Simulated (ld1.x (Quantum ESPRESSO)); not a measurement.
# Transferability test, TM semilocal potential for ytterbium

- Element: ytterbium (Yb)
- Generator: ld1.x (Quantum ESPRESSO) 7.5
- Type: norm-conserving Troullier–Martins (semilocal form)
- Functional: LDA (PZ)
- Relativity: scalar-relativistic
- Frozen core: [Kr] 4d10
- Valence charge: 24
- Reference configuration: 4f14 5s2 5p6 5d0.5 6s1.5 6p0
- Partial waves: 5s (bound): rc 1.85 bohr; 5p (bound): rc 1.40 bohr; 5d (bound): rc 2.90 bohr; 4f (bound): rc 0.55 bohr
- Local potential: the f channel
- Core correction: none

Occupied shells without a wave of their own: 6s. They enter only through the test configuration that unscreens the potential.

Energies are relative to the spin-unpolarised reference configuration 4f14 5s2 5p6 5d0.5 6s1.5 6p0; without spin polarisation the order of configurations can differ from experiment. Spin-polarised rows fill each open shell by Hund’s rule, majority spin first. Not all tests gave a result: 1 of 9 tests not solved or not reliable. Left out of the table: 4f14 5s2 5p6 5d0 6s1 6p1 (solver errors, printed error -4.2 eV). The frozen-core shift is the all-electron ΔE with the core orbitals held at their reference shape minus the fully relaxed ΔE.

Task: Give the all-electron excitation energy and the error of the potential for: 4f14 5s2 5p6 5d0 6s2 6p0; 4f14 5s2 5p6 5d0 6s1 6p0; 4f14 5s2 5p6 5d0 6s0 6p0; 4f12 5s2 5p6 5d0 6s0 6p0; 4f14 5s2 5p5 5d0 6s2 6p0; 4f13 5s2 5p6 5d1 6s1 6p0; 4f14 5s2 5p6 5d0.5 6s1.5 6p0 (spin-polarised); 4f14 5s2 5p6 5d0 6s1 6p0 (spin-polarised).

Result:

| valence configuration | charge | ΔE all-electron (eV) | error AE − PS (meV) | frozen-core shift (meV) |
| --- | --- | --- | --- | --- |
| 4f14 5s2 5p6 5d0 6s2 6p0 | 0 | -1.634 | +380 | -0.9 |
| 4f14 5s2 5p6 5d0 6s1 6p0 | +1 | 5.126 | -519 | +3.1 |
| 4f14 5s2 5p6 5d0 6s0 6p0 | +2 | 17.588 | -2076 | +9.8 |
| 4f12 5s2 5p6 5d0 6s0 6p0 | +4 | 91.292 | -4731 | +161 |
| 4f14 5s2 5p5 5d0 6s2 6p0 | +1 | 31.563 | +662 | +48 |
| 4f13 5s2 5p6 5d1 6s1 6p0 | +1 | 10.907 | -560 | -9.2 |
| 4f14 5s2 5p6 5d0.5 6s1.5 6p0 (spin-polarised) | 0 | -0.098 | +1.8 | -0.1 |
| 4f14 5s2 5p6 5d0 6s1 6p0 (spin-polarised) | +1 | 4.941 | -528 | +3.0 |

Levels in the configuration 4f14 5s2 5p5 5d0 6s2 6p0:

| level | all-electron (eV) | pseudo (eV) |
| --- | --- | --- |
| 4f | -15.326 | -14.499 |
| 5s | -67.248 | -66.676 |
| 5p | -39.202 | -38.802 |
| 6s | -11.132 | -12.330 |

These tests converged, but a pseudo level misses the all-electron one widely, so the file describes the atom poorly there or has found another state: 4f14 5s2 5p6 5d0 6s0 6p0: empty 6s by 2.0 eV; 4f12 5s2 5p6 5d0 6s0 6p0: empty 6s by 5.5 eV (a node warning on the way). The 6s level has no wave, so the channel is fitted at the deeper level alone: the likely source of the large errors. A variational frozen-core shift is positive and of second order in the change. This column holds negative values, so the frozen-core run of ld1.x carries numerical noise or an error of first order here, and the column gives no more than the rough size of the effect.

A Bessel basis up to 400 Ry misses an occupied level by 0.27 Ry, so cutoffs and ghosts were not judged. The potential misses its own reference levels by up to 0.7 eV.
